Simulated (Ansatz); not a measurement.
Tuning the range parameter of LC-ωPBE so that −HOMO meets the ionisation energy; basis def2-TZVP, Ansatz. System: the cluster SnO2 (the lowest singlet isomer of a short search). Charge 0, multiplicity 1. Geometry: B3LYP-D4/def2-TZVP. The ionised state is a doublet.

Geometry of the singlet:

```xyz
3

Sn    0.0000    0.0000    0.0000
O     0.5578    0.9048    1.4696
O    -0.5578   -0.9048   -1.4696
```

In the def2 sets Sn takes a core potential; there is no spin–orbit coupling. The structure comes from a short search, and lower isomers may exist.

```csv
ω (1/bohr),HOMO (eV),LUMO (eV),vertical IE (eV),HOMO + IE (eV)
0.1,-8.60,-2.83,10.68,2.08
0.15,-9.22,-2.30,10.76,1.55
0.2,-9.75,-1.90,10.87,1.12
```

Q: Estimate the row for 0.3 bohr⁻¹.

A: 
```csv
ω (1/bohr),HOMO (eV),LUMO (eV),vertical IE (eV),HOMO + IE (eV)
0.3,-10.64,-1.36,11.07,0.43
```

Q: Where does the tuning condition hold?

A: Not within the range that was run.
